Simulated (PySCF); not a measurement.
How methods differ on the excitation energy of Al⁺

Al⁺ [Ne] 3s2 (1S) → Al⁺ [Ne] 3p2 (3P), as a difference of total energies. All numbers are calculated (PySCF 2.14, the non-relativistic Hamiltonian (point nucleus), in aug-cc-pwCVTZ (8s7p5d3f, 75 functions)). Correlated levels: valence: [Ne] frozen; valence and next inner shell: 1s2 frozen; nothing frozen. The calculations carry no spin-orbit coupling.

```csv
method,excitation energy (cm⁻¹),error (cm⁻¹)
UHF,86057,-8151
LDA,85781,-8426
PBE,83837,-10371
PBE0,85407,-8801
r2SCAN,82254,-11954
PBEsol,83276,-10931
TPSSh,83905,-10303
wB97M-V,91221,-2987
B97-3,88192,-6016
MP2 (valence),90937,-3270
SCS-MP2 (valence),93057,-1151
MP2 (valence and next inner shell),92704,-1504
SCS-MP2 (valence and next inner shell),94384,+176
MP2 (all electrons),92634,-1574
SCS-MP2 (all electrons),94340,+132
```

Reference: 94208 cm⁻¹ (measured; NIST levels, between the centres of gravity of the two terms).

Errors of the correlated levels include the incompleteness of this basis and the frozen core.
